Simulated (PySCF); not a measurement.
CH₂Cl, doublet, at a GFN2-xTB geometry; PySCF with PBE/6-31G**.

PySCF was given this input:
```python
from pyscf import gto, scf, dft

mol = gto.Mole()
mol.atom = '''
    C     0.00128034   -0.21316871   -1.07804677
    Cl   -0.00067229    0.11193254    0.56607046
    H     0.94272613   -0.30818573   -1.57707968
    H    -0.93897920   -0.31565514   -1.57783752
'''
mol.basis = '6-31g**'
mol.spin = 1
mol.verbose = 4
mol.build()

mf = dft.UKS(mol)
mf.xc = 'pbe'
mf.grids.atom_grid = (99, 590)
mf.grids.prune = None
mf.kernel()
```

Question: Write the output that PySCF gives for this input, abridged.

Answer: 
```
PySCF version 2.14.0

[INPUT] verbose = 4
[INPUT] num. atoms = 4
[INPUT] num. electrons = 25
[INPUT] charge = 0
[INPUT] spin (= nelec alpha-beta = 2S) = 1
[INPUT] symmetry False subgroup None
[INPUT] Mole.unit = angstrom
[INPUT] Symbol           X                Y                Z      unit          X                Y                Z       unit  Magmom
[INPUT]  1 C      0.001280340000  -0.213168710000  -1.078046770000 AA    0.002419491946  -0.402830480227  -2.037213144772 Bohr   0.0
[INPUT]  2 Cl    -0.000672290000   0.111932540000   0.566070460000 AA   -0.001270443976   0.211521845027   1.069718136607 Bohr   0.0
[INPUT]  3 H      0.942726130000  -0.308185730000  -1.577079680000 AA    1.781494196171  -0.582386625199  -2.980248671817 Bohr   0.0
[INPUT]  4 H     -0.938979200000  -0.315655140000  -1.577837520000 AA   -1.774413524663  -0.596501764411  -2.981680781863 Bohr   0.0

nuclear repulsion = 45.986356779626
number of shells = 20
number of NR pGTOs = 92
number of NR cGTOs = 42
basis = 6-31g**
ecp = {}

******** <class 'pyscf.dft.uks.UKS'> ********
method = UKS
initial guess = minao
damping factor = 0
level_shift factor = 0
DIIS = <class 'pyscf.scf.diis.CDIIS'>
diis_start_cycle = 1
diis_space = 8
diis_damp = 0
SCF conv_tol = 1e-09
SCF conv_tol_grad = None
SCF max_cycles = 50
direct_scf = True
direct_scf_tol = 1e-13
number electrons alpha = 13  beta = 12
XC library pyscf.dft.libxc version 7.1.2
    S. Lehtola, C. Steigemann, M. J. T. Oliveira, and M. A. L. Marques,  SoftwareX 7, 1–5 (2018)
XC functionals = pbe
    J. P. Perdew, K. Burke, and M. Ernzerhof,  Phys. Rev. Lett. 77, 3865 (1996)
    J. P. Perdew, K. Burke, and M. Ernzerhof,  Phys. Rev. Lett. 78, 1396 (1997)
    J. P. Perdew, K. Burke, and M. Ernzerhof,  Phys. Rev. Lett. 77, 3865 (1996)
    J. P. Perdew, K. Burke, and M. Ernzerhof,  Phys. Rev. Lett. 78, 1396 (1997)
radial grids:
    Treutler-Ahlrichs [JCP 102, 346 (1995); DOI:10.1063/1.469408] (M4) radial grids

becke partition: Becke, JCP 88, 2547 (1988); DOI:10.1063/1.454033
pruning grids: None
grids dens level: 3
symmetrized grids: False
atomic radii adjust function: <function treutler_atomic_radii_adjust>
User specified grid scheme (99, 590)
small_rho_cutoff = 0
Set gradient conv threshold to 3.16228e-05
tot grids = 233640
init E= -499.254578775951

cycle= 1 E= -499.162078818037  delta_E= 0.0925  |g|= 0.13  |ddm|= 1.41
cycle= 2 E= -499.160177979281  delta_E= 0.0019  |g|= 0.154  |ddm|= 0.311
cycle= 3 E= -499.172843610454  delta_E= -0.0127  |g|= 0.0374  |ddm|= 0.171
cycle= 4 E= -499.173563276852  delta_E= -0.00072  |g|= 0.0142  |ddm|= 0.0635
cycle= 5 E= -499.17368646332  delta_E= -0.000123  |g|= 0.00284  |ddm|= 0.0219
cycle= 6 E= -499.173691619369  delta_E= -5.16e-06  |g|= 0.000668  |ddm|= 0.00383
cycle= 7 E= -499.173691921553  delta_E= -3.02e-07  |g|= 0.000165  |ddm|= 0.00108
cycle= 8 E= -499.173691942653  delta_E= -2.11e-08  |g|= 2.48e-05  |ddm|= 0.000321
cycle= 9 E= -499.173691943155  delta_E= -5.01e-10  |g|= 1.79e-06  |ddm|= 4.64e-05
Extra cycle  E= -499.173691943155  delta_E= -4.55e-13  |g|= 9.03e-07  |ddm|= 3.46e-06
converged SCF energy = -499.173691943155  <S^2> = 0.75299008  2S+1 = 2.0029878
```
